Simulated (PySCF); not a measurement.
Computed shifts of a molecule C3H4O2Si, PySCF with PBE0/pcSseg-1, GIAO, gas phase, equivalent atoms averaged, in ppm (number of nuclei): ¹³C: 175.9 (1), 158.2 (1), 154.6 (1). ²⁹Si: -3.8 (1). ¹H: 7.87 (1), 7.44 (1), 5.76 (2). References: ¹⁷O against H2O (σ = 334.2 ppm); ¹³C against TMS (σ = 186.3 ppm); ²⁹Si against TMS (σ = 352.7 ppm); ¹H against TMS (σ = 31.56 ppm), references at their B3LYP-D3(BJ)/def2-TZVP geometries, non-relativistic. Coordinates come from a PBE-D3(BJ)/def2-SVP optimisation. Other conformers were not sampled.

**Question.** Identify the compound among the candidates.
A) O=C1OC=C[SiH2]1
B) O=C1C=C[SiH2]O1
C) C#C[SiH2]OC=O
D) C=C1OC(=O)[SiH2]1

**Answer.** B, O=C1C=C[SiH2]O1
